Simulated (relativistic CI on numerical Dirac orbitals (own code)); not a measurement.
**Radial parameters of Tl LXXVIII**

Computed by Dirac-Coulomb-Breit CI, orbitals from a KLI potential per configuration, QED by a radiative potential, unscaled Slater integrals (own radial code, finite nucleus).

Slater integrals F^k, G^k are unscaled and averaged over j, outside the closed core 1s2; ζ comes from projecting the Hamiltonian with its Breit term on Σ l·s of the shell.

- 2s.2p: G^1(2s,2p) = 1.7212e+06, ζ(2p) = 1.2112e+07 cm⁻¹; <r>(2s) = 0.06535, <r^2>(2s) = 0.005098, <r>(2p) = 0.05855, <r^2>(2p) = 0.004195 (bohr units).
- 2p2: F^2(2p,2p) = 1.5917e+06, ζ(2p) = 1.2091e+07 cm⁻¹; <r>(2p) = 0.0586, <r^2>(2p) = 0.004201 (bohr units).
- 2p.3s: ζ(2p) = 1.2217e+07, G^1(2p,3s) = 178430 cm⁻¹; <r>(2p) = 0.05843, <r^2>(2p) = 0.004177, <r>(3s) = 0.1536, <r^2>(3s) = 0.02707 (bohr units).

Averages of the first 10 configurations, taken without configuration mixing, which lowers the lowest level and can move excited configurations by several eV; other configurations of the list can lie among them:

| Configuration | Parity | States | Average energy above the lowest level (eV) |
| --- | --- | --- | --- |
| 2s2 | even | 1 | 11.4 |
| 2s.2p | odd | 12 | 1736.8 |
| 2p2 | even | 15 | 3533.6 |
| 2p.3s | odd | 12 | 15352.1 |
| 2p.3p | even | 36 | 15872.4 |
| 2s.3s | even | 4 | 13595.3 |
| 2s.3p | odd | 12 | 14123.0 |
| 2s.3d | even | 20 | 14490.3 |
| 2s.4s | even | 4 | 18215.2 |
| 2s.4p | odd | 12 | 18433.9 |
